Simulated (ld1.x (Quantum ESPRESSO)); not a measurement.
# osmium: one change to an ultrasoft potential, before and after

```json
{"Element": "osmium", "Generator": "ld1.x (Quantum ESPRESSO) 7.5", "Type": "ultrasoft", "Functional": "PBE", "Relativity": "scalar-relativistic", "Frozen core": "[Kr] 4d10", "Valence charge": "30", "Reference configuration": "4f14 5s2 5p6 5d6.5 6s1.5 6p0", "Partial waves": "5s (bound): rcut 1.40, rcutus 1.80 bohr; 6s (bound): rcut 1.40, rcutus 1.80 bohr; 5p (bound): rcut 1.80, rcutus 2.45 bohr; 6p (bound, empty): rcut 1.80, rcutus 2.45 bohr; 5d (bound): rcut 1.70, rcutus 1.80 bohr; 5d channel at -0.05 Ry: rcut 1.70, rcutus 1.80 bohr; 4f (bound): rcut 0.60, rcutus 0.65 bohr; 4f channel at -1.15 Ry: rcut 0.60, rcutus 0.65 bohr", "Local potential": "all-electron potential smoothed inside 1.05 bohr (lloc = -1)", "Core correction": "Bessel-smoothed model core inside 0.60 bohr", "Augmentation charge": "PSQ, inside the norm-conserving radii"}
```

All-electron outer shells of the reference configuration (PBE, scalar-relativistic, ld1.x):

```csv
shell,level (eV),outermost node (bohr),outermost maximum (bohr)
4p,-470.41,0.23,0.42
4d,-271.59,0.21,0.44
5s,-90.33,0.51,0.91
4f,-50.71,–,0.40
5p,-49.70,0.55,1.03
6s,-5.78,1.21,2.51
5d,-5.45,0.60,1.36
6p,-1.12,1.44,3.65
```

Change: waves 5s (bound): rcut 1.02, rcutus 1.08 bohr; 6s (bound): rcut 1.02, rcutus 1.08 bohr.

Cutoffs: the cutoffs (Ry, on a coarse ladder) from which the occupation-weighted sum of valence levels, in a spherical-Bessel basis at the reference potential, stays within 10 and 1 mRy of its value at 400 Ry; they do not see the model core or the augmentation charge, which bear on the density cutoff. Errors are all-electron minus pseudo energies relative to the spin-unpolarised reference configuration.

How do hardness, ghosts and transferability respond?

The bound ghost in s disappears; the number of tests with a reliable result goes from 6 to 7; of the 6 tests that both files solve, the error grows in 1 and shrinks in 3 by more than 15 % and 0.3 meV (median size 2.5 → 2.1 meV).

```tsv
quantity	base	changed
cutoff, loose	over 300 Ry	over 300 Ry
cutoff, tight	over 300 Ry	over 300 Ry
loose cutoff by channel (10 mRy a level)	s 21 Ry, p 12 Ry, d 30 Ry, f over 300 Ry	s 30 Ry, p 12 Ry, d 30 Ry, f over 300 Ry
bound ghosts	s	none
tests with a reliable result	6 of 7	7 of 7
error for 4f14 5s2 5p6 5d6 6s2 6p0, meV [ΔE -0.05 eV]	+0.7	+1.2
error for 4f14 5s2 5p6 5d6 6s1 6p0, meV [ΔE 9.52 eV]	-2.0	-1.1
error for 4f14 5s2 5p6 5d6 6s0 6p0, meV [ΔE 26.44 eV]	-9.0	-7.1
error for 4f13 5s2 5p6 5d7 6s1 6p0, meV [ΔE 59.90 eV]	-778	-176
error for 4f14 5s2 5p6 5d6 6s1 6p1, meV [ΔE 5.00 eV]	+1.0	+1.1
error for 4f14 5s2 5p6 5d7 6s1 6p0, meV [ΔE 0.26 eV]	-3.0	-3.0
s: phases at 2.65 bohr within 0.05 rad from the reference energy up to (Ry; the scan ends near 5)	4.3	n/a
p: phases at 2.65 bohr within 0.05 rad from the reference energy up to (Ry; the scan ends near 5)	1.4	1.4
d: phases at 2.65 bohr within 0.05 rad from the reference energy up to (Ry; the scan ends near 5)	to the end of the scan	to the end of the scan
f: phases at 2.65 bohr within 0.05 rad from the reference energy up to (Ry; the scan ends near 5)	n/a	n/a
lowest overlap eigenvalue by channel	s 0.02, p 0.68, d 0.95, f 0.98	s 0.34, p 0.68, d 0.95, f 0.98
```

 A true bound ghost makes a file unfit for plane-wave use even where its test errors are small: the radial tests pick states by their node count and pass the ghost by.
